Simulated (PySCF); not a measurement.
What does the GFN2-xTB structure of `O=C(O)C1=[C]C=CO1` [radical] look like in three dimensions? (Doublet state.)

```
atom  x, y, z in Å
O1    -2.2437   -1.5025   -0.3500
C2    -1.6975   -0.4482   -0.1469
O3    -2.3660    0.6873    0.0967
C4    -0.2496   -0.2559   -0.1367
C5     0.7705   -1.1428   -0.3340
C6     1.9890   -0.4716   -0.2230
C7     1.6263    0.8231    0.0433
O8     0.2990    0.9670    0.0977
H9    -3.3206    0.5164    0.0814
H10    2.9757   -0.8706   -0.3218
H11    2.2224    1.7004    0.2073
```

Orientation and origin are arbitrary. Atoms count from 1 in this order. The 5-membered ring C4–C5–C6–C7–O8 has internal angles of 103.8° to 111.9° (sum 540°, against 540° for a flat polygon); it is planar, 0.00 Å rms from its mean plane, widest ring torsion 0°. C2 (carbon bonded to C and 2 O) is planar (angles 124.5°, 123.1° and 112.4°, sum 360.0°, 0.00 Å off the plane of its three neighbours). The 4 C–C bonds span 1.366 Å (C4–C5, aromatic) to 1.461 Å (C2–C4, drawn single), a spread of 0.095 Å. C6 (carbon bonded to 2 C and H) is planar (angles 128.3°, 127.9° and 103.8°, sum 360.0°, 0.00 Å off the plane of its three neighbours).

Bonds between heavy atoms (Å): O1=C2 1.205, C2–O3 1.340, C2–C4 1.461, C4–C5 1.366, C5–C6 1.396, C6–C7 1.371, C7–O8 1.336, C4–O8 1.361.

Computed geometry: GFN2-xTB, gas phase. This method treats the open shell by occupation alone, without spin polarisation.

Point group: Cs (tolerance 0.08 Å). Not checked by GFN2-xTB frequencies. Torsions: O1–C2–O3–H 0°, O1–C2–C4–C5 0°.

One conformer stands for the species.
